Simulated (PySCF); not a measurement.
A GIAO shielding run with PySCF 2.14.0 with density-fitted response routines (density fitting, non-relativistic, gas phase) on `o1c(C#C)c(C(F)F)cc1`, C$_{7}$H$_{4}$F$_{2}$O:

```
$ OMP_NUM_THREADS=1 python probes_run.py task.json out

{"job": {"kind": "nmr", "xc": "PBE0", "basis": "pcSseg-1"}, "charge": 0, "multiplicity": 1}
C      2.709744    -1.096521     1.077594
C      1.593988    -0.959469     0.654113
C      0.290009    -0.787871     0.161526
O     -0.507036    -1.850475    -0.054197
C     -1.676887    -1.389219    -0.517605
C     -1.664080    -0.031535    -0.612953
C     -0.379701     0.372324    -0.169687
C      0.146150     1.759778    -0.073633
F      0.182418     2.362993    -1.292249
F     -0.656285     2.541187     0.696719
H      3.684255    -1.214054     1.447501
H     -2.434797    -2.113621    -0.739635
H     -2.450240     0.611063    -0.950312
H      1.161784     1.794948     0.350651
```

Hardware: 1 thread of an Arm Neoverse V1, shared host. The job also computes population analyses, field gradients, ring-centre shieldings.

Question: How large is the calculation?

Answer: 72 electrons, 190 basis functions and 980 auxiliary functions.

Question: How long does it take, and how much memory does it need?

Answer: 27 s of wall time, with 15 SCF cycles and 5 response iterations; peak memory 0.84 GiB. Times on a shared host scatter by some tens of per cent.
